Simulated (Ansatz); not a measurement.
The cluster Cu₃Te₆. Total charge 0; doublet. Geometry PBE-D4/def2-SVP, basis def2-SVP, Ansatz.

```csv
atom,x (Å),y (Å),z (Å)
Cu1,-0.5209,-0.1975,1.0953
Cu2,1.2536,-0.0532,-0.7350
Cu3,0.0017,1.9825,-0.0479
Te4,0.8929,-2.3241,0.3718
Te5,-0.7821,0.9129,-2.1732
Te6,0.5507,1.7124,2.4130
Te7,-2.5561,-0.6146,-0.5588
Te8,2.6435,1.7168,0.5021
Te9,-1.4833,-3.1351,-0.8673
```

| run | HOMO (eV) | LUMO (eV) |
| --- | --- | --- |
| A | -5.77 | -4.17 |
| B | -4.88 | -4.39 |
| C | -4.68 | -4.40 |
| D | -4.95 | -4.53 |
| E | -5.95 | -4.24 |

In the def2 sets Te takes a core potential; there is no spin–orbit coupling. The structure comes from a short search, and lower isomers may exist.

HOMO and LUMO are taken over both spins.

Q: The runs used B97M-V, PBE, PBE0, r2SCAN, r2SCAN0. Estimate which is which.

A: A PBE0 (25 % exact exchange); B B97M-V (0 % exact exchange); C PBE (0 % exact exchange); D r2SCAN (0 % exact exchange); E r2SCAN0 (25 % exact exchange). Exact exchange lowers occupied and raises empty levels; among semilocal functionals meta-GGAs tend to open the gap a little, and such runs are hard to tell apart. The gap grows from 0.28 eV (PBE) to 1.72 eV (r2SCAN0).
